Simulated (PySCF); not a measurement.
Several species in one continuum solvent.

All values: CAM-B3LYP/def2-SVPD (PySCF, non-relativistic), each on one gas-phase PBE0-D3(BJ)/def2-SVP geometry that isn't relaxed in the solvent. The solvent is an IEF-PCM continuum (cavity from Bondi-type radii × 1.2). The model holds no explicit solvent molecules, cavitation or dispersion.

Question: Order them by E(solvent) − E(gas) in chloroform (ε = 4.711), most negative first (kcal/mol).
A. `[CH3:1][O:2][c:3]1[cH:4][cH:5][cH:6][cH:7][c:8]1[NH2:9]` with C1–O2–C3–C4 0° (o-anisidine)
B. `[CH3:1][CH2:2][C@H:3]1[CH2:4][CH:5]=[CH:6][O:7]1` with C1–C2–C3–C4 -178°
C. `[CH2:1]1[CH2:2][CH2:3][C@H:4]2[O:5][C@H:6]2[CH2:7]1` with C7–C1–C2–C3 -63°, C1–C2–C3–C4 41°, C2–C3–C4–O5 -78°, C3–C4–O5–C6 113°
D. `[CH3:1][C:2](=[O:3])[CH:4]=[C:5]([CH3:6])[CH3:7]` with C1–C2–C4–C5 179°

Answer: A (-4.4), D (-3.9), C (-2.6), B (-2.1).

```csv
SMILES,charge,ΔE (kcal/mol),polarisation term (kcal/mol),HOMO shift (eV),dipole gas (D),dipole solvent (D),atoms,"lowest singlet, gas (eV)","lowest singlet, solvent (eV)"
COc1ccccc1N,0,-4.4,-4.9,-0.07,1.54,1.85,18,4.86,4.83
CC(=O)C=C(C)C,0,-3.9,-4.6,-0.12,3.08,3.92,17,3.88,3.99
C1CC[C@H]2O[C@H]2C1,0,-2.6,-3.0,-0.06,2.00,2.50,17,7.64,7.68
CC[C@H]1CC=CO1,0,-2.1,-2.3,0.00,1.14,1.51,17,5.92,5.95
```

The polarisation term is half the interaction of the solute with the induced surface charges. Singlets are vertical TDDFT energies (frozen core, non-equilibrium response), the lowest in each medium.
